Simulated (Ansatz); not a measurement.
[InH4]- (InH₄⁻). The state is a singlet with charge -1. Geometry PBE-D4/def2-TZVPD.

```xyz
5

In    0.000    0.000    0.000
H    -0.042    0.891    1.557
H    -0.554   -1.686    0.266
H     1.677   -0.013   -0.639
H    -1.080    0.807   -1.184
```

In the def2 sets In takes a core potential; there is no spin–orbit coupling.

Task: Estimate the orbital energies around the gap (eV) in Ansatz with LDA (SPW92)/def2-TZVPD, PBE-D4/def2-TZVPD, revPBE-D4/def2-TZVPD, BLYP-D4/def2-TZVPD, PBE0-D4/def2-TZVPD.

Result: 
| orbital | LDA (SPW92)/def2-TZVPD | PBE-D4/def2-TZVPD | revPBE-D4/def2-TZVPD | BLYP-D4/def2-TZVPD | PBE0-D4/def2-TZVPD |
| --- | --- | --- | --- | --- | --- |
| HOMO−9 | -72.94 | -73.11 | -73.10 | -73.09 | -78.16 |
| HOMO−8 | -12.50 | -12.41 | -12.37 | -12.32 | -14.89 |
| HOMO−7 | -12.50 | -12.41 | -12.37 | -12.32 | -14.89 |
| HOMO−6 | -12.50 | -12.41 | -12.37 | -12.32 | -14.89 |
| HOMO−5 | -12.32 | -12.24 | -12.20 | -12.15 | -14.70 |
| HOMO−4 | -12.32 | -12.24 | -12.20 | -12.15 | -14.70 |
| HOMO−3 | -5.25 | -5.02 | -4.95 | -4.91 | -6.46 |
| HOMO−2 | -1.28 | -1.20 | -1.16 | -1.12 | -2.32 |
| HOMO−1 | -1.28 | -1.19 | -1.16 | -1.11 | -2.31 |
| HOMO | -1.28 | -1.19 | -1.16 | -1.11 | -2.31 |
| LUMO | 3.18 | 3.21 | 3.16 | 3.23 | 3.60 |
| LUMO+1 | 4.26 | 4.33 | 4.33 | 4.39 | 4.77 |
| LUMO+2 | 4.26 | 4.33 | 4.33 | 4.39 | 4.77 |
| LUMO+3 | 4.26 | 4.33 | 4.33 | 4.40 | 4.78 |
| LUMO+4 | 4.65 | 4.68 | 4.65 | 4.73 | 5.07 |
| LUMO+5 | 4.65 | 4.68 | 4.65 | 4.73 | 5.07 |
